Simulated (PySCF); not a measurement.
Gas-phase reaction: 2 WO₂F₂ + H₂O₂ + 3 F₂ → 2 WF₅OH + 2 O₂

Method: PySCF energies (xtb for GFN2) plus ideal-gas RRHO corrections (1 bar). † marks an energy on the PBE0/def2-TZVP geometry and frequencies; other levels use their own. MP2 and CCSD(T) freeze the core. Open shells (unrestricted): O₂ (multiplicity 3); the rest are closed-shell singlets. GFN2 has no spin-polarisation term. B3LYP is the form with VWN-RPA correlation. W: scalar-relativistic def2 core potential, no spin-orbit coupling. WO₂F₂, WF₅OH: computed as isolated molecules; such fragments, hydroxides, amides, oligomers or adducts are transient or little studied in the gas. MP2 isn't extrapolated to the basis-set limit. CCSD(T) isn't extrapolated to the basis-set limit. Warning, large T1 diagnostic: WF₅OH, WO₂F₂ (CCSD(T)/def2-SVP†). Warning, point group unlike the PBE0 one: H₂O₂, WF₅OH, WO₂F₂ (GFN2-xTB).

| level | ΔH°(298 K), kJ |
|---|---|
| B3LYP/def2-TZVP† | -1341 |
| BLYP/def2-TZVP† | ? |
| CCSD(T)/def2-SVP† | ? |
| GFN2-xTB | -1779 |
| HF/def2-TZVP† | -1630 |
| MP2/def2-SVP† | -1276 |
| MP2/def2-TZVPP† | ? |
| PBE/def2-TZVP† | -1296 |
| PBE0/def2-SVP† | ? |
| r2SCAN/def2-TZVP† | -1439 |
| ωB97M-V/def2-TZVP† | -1369 |

Fill in the missing entries.


- BLYP/def2-TZVP†, ΔH°(298 K), kJ: -1266
- CCSD(T)/def2-SVP†, ΔH°(298 K), kJ: -1320
- MP2/def2-TZVPP†, ΔH°(298 K), kJ: -1213
- PBE0/def2-SVP†, ΔH°(298 K), kJ: -1446
